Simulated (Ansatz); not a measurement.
Consider the atomization: `C#[C][SnH]([CH3])[Cl]` → 3 C• + Cl• + 5 H• + Sn•.

Isolated molecules relaxed with PBE0-D4/def2-TZVP in Ansatz; ΔE leaves out vibrations. CBS: MP2 limit from def2 TZ/QZ plus the TZ coupled-cluster correction, frozen cores. This one scheme is used for every species, atoms too. Functionals use def2-TZVPP. B3LYP here is the variant with VWN-RPA as its local correlation; programs differ in this. Open shells (•) are unrestricted, without spin–orbit coupling. Spin–orbit coupling would lower the free atoms: a little for C, Cl; strongly for Sn. Elements past krypton have def2 core potentials. For Sn outer-core shells are correlated without core-valence functions, so the limit isn't a true one: a few kJ/mol of doubt a bond, and 10 to 20 or more in all where bonds break to atoms.

| level | ΔE (kJ/mol) | difference from CCSD(T)/CBS |
| --- | --- | --- |
| B3LYP-D4 | 3631.6 | -41.0 |
| r2SCAN0-D4 | 3597.4 | -75.2 |
| ωB97X-V | 3658.1 | -14.5 |
| r2SCAN | 3648.0 | -24.6 |
| B3LYP | 3594.1 | -78.5 |
| r2SCANh | 3624.3 | -48.3 |
| r2SCAN0 | 3590.4 | -82.2 |
| CCSD/def2-SVP | 3400.5 | -272.1 |
| CCSD(T)/def2-SVP | 3447.3 | -225.3 |
| MP2/def2-QZVPP | 3693.4 | 20.8 |
| CCSD(T)/CBS | 3672.6 | 0 |

Largest T1 diagnostic among the species: 0.012.

From BLYP to BHLYP (50 % exact exchange), in def2-TZVPP and without D4, ΔE moves by −72.2 kJ/mol: exact exchange takes away binding that semilocal exchange gives to molecules. At CCSD(T), def2-SVP lies −225.3 kJ/mol from the extrapolated value and def2-TZVPP −98.8 kJ/mol: correlation converges slowly with the basis, and small sets miss more of it in the bonded molecule than in its fragments. In def2-TZVPP, CCSD(T) changes the Hartree–Fock value by +909.1 kJ/mol (the triples alone add +67.3 kJ/mol) and MP2 by +970.1 kJ/mol; breaking electron pairs costs correlation energy, which Hartree–Fock lacks.

For atomizations the MP2-based limit and the directly extrapolated one differ by several kJ/mol either way, and by 10 to 25 for some Ge, Se and Sn compounds, so smaller differences from it don't rank the levels.
